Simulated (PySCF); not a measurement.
**`[H]/N=C1\C[C@H]([SeH])[C@@H]1C`, C5H9NSe**

Cartesian coordinates in Å; atom numbers follow the order of the lines, from 1:
```xyz
16

C    -1.192    0.266    1.256
C    -0.856   -0.017   -0.200
C     0.074   -1.188   -0.391
N    -0.139   -2.407   -0.237
C     1.222   -0.307   -0.839
C     0.229    0.864   -0.869
Se    0.780    2.562   -0.036
H    -0.292    0.259    1.869
H    -1.864   -0.502    1.628
H    -1.673    1.238    1.348
H    -1.782   -0.089   -0.775
H     0.645   -3.024   -0.440
H     1.996   -0.216   -0.075
H     1.695   -0.570   -1.784
H    -0.045    1.159   -1.885
H     1.195    1.980    1.221
```

Computed, not measured: PySCF, TDDFT BHandHLYP/aug-cc-pVDZ circular dichroism and optical rotation, one conformer, gas phase. Geometry: GFN2-xTB.

The molecule is flexible and this is one conformer; a measurement averages over conformers. The calculation is non-relativistic, which matters for the atoms heavier than Zn.

(1) Draw the ECD and absorption spectra from the lowest 8 states, each a Gaussian of half-width 0.2 eV at 1/e height.

Answers

(1) 
| E (eV) | λ (nm) | Δε (L mol⁻¹ cm⁻¹) | ε (L mol⁻¹ cm⁻¹) |
| --- | --- | --- | --- |
| 4.51 | 275 | -0.01 | 0.271 |
| 4.66 | 266 | -0.14 | 6.65 |
| 4.81 | 258 | -0.94 | 56 |
| 4.96 | 250 | -0.38 | 197 |
| 5.11 | 243 | +9.04 | 436 |
| 5.26 | 236 | +14.49 | 826 |
| 5.41 | 229 | -2.38 | 1710 |
| 5.56 | 223 | -14.38 | 2140 |
| 5.71 | 217 | -7.23 | 979 |
| 5.86 | 212 | -1.00 | 153 |
| 6.01 | 206 | +0.41 | 41.1 |
| 6.16 | 201 | +0.40 | 61.5 |
| 6.31 | 196 | -1.58 | 110 |
| 6.46 | 192 | -1.48 | 857 |
| 6.61 | 188 | +5.89 | 3680 |

Δε uses R in velocity form, ε uses f in length form. Only the states computed contribute, so the short-wavelength end is incomplete.
